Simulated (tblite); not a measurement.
Run record: tight-binding relaxation, `C(C=C)[Se][Si](C)(C)C`.

Computed with GFN2-xTB geometry optimisation, gas phase (tblite 0.8.0). Start geometry: from a force field or distance geometry. The command runs a driver script over a list of jobs; the input below is this job's line of settings and its coordinates in Å.

Command:
```bash
OMP_NUM_THREADS=1 python probes_run.py task.json out
```

Input:
```
{"job": {"kind": "relax", "xc": "GFN2-xTB", "basis": "xTB"}, "charge": 0, "multiplicity": 1}
C      3.107400     1.135600     0.079900
C      2.807100     0.072400    -0.663200
C      2.197700    -1.168700    -0.091100
Se     0.486000    -1.566400    -0.931400
Si    -1.233200    -0.358700    -0.103100
C     -2.863600    -0.742300    -0.931800
C     -1.445800    -0.498000     1.730800
C     -0.861400     1.462600    -0.453300
H      3.557100     1.992700    -0.401100
H      2.872400     1.136600     1.148700
H      3.025000     0.043700    -1.734400
H      2.857300    -2.056800    -0.189400
H      2.014400    -0.981400     0.997300
H     -3.386600    -1.566800    -0.390500
H     -3.494000     0.175100    -0.837100
H     -2.762100    -0.972900    -1.999500
H     -0.533900    -0.291300     2.301000
H     -2.211600     0.239800     2.037100
H     -1.866600    -1.488600     2.034500
H      0.170200     1.548500    -0.865000
H     -0.903700     2.026700     0.490500
H     -1.542300     1.877400    -1.229600
```

Output:
```
step      E/eV     max force
  0    -675.95984    1.926
  1    -676.15487    1.185
  2    -676.23183    0.711
  3    -676.26491    0.566
  4    -676.29758    0.454
  5    -676.31682    0.303
  6    -676.32908    0.228
  7    -676.33782    0.220
  8    -676.34470    0.266
  9    -676.35222    0.325
... (148 lines left out)
158    -676.49175    0.034
159    -676.49199    0.030
160    -676.49214    0.034
161    -676.49232    0.036
162    -676.49247    0.036
163    -676.49259    0.030
164    -676.49267    0.020
165    -676.49271    0.017
166    -676.49273    0.011
167    -676.49275    0.010
```

«max force» is the largest atomic force in eV/Å.

Task: From which step on does the largest force stay under 0.1 eV/Å, and how much energy is left to gain from there?

Result: From step 104 (0.078 eV/Å), 14.1 meV above the end.

In short: energy lowered by 12.3 kcal/mol over 167 steps; largest atomic force 0.010 eV/Å at the end.

Task: How long does this job take on one thread, Arm Neoverse V1 (aarch64), on a shared host?

Result: About 1.7 s.
Labels such as C1 count atoms from 1, the log's own numbers from 0.
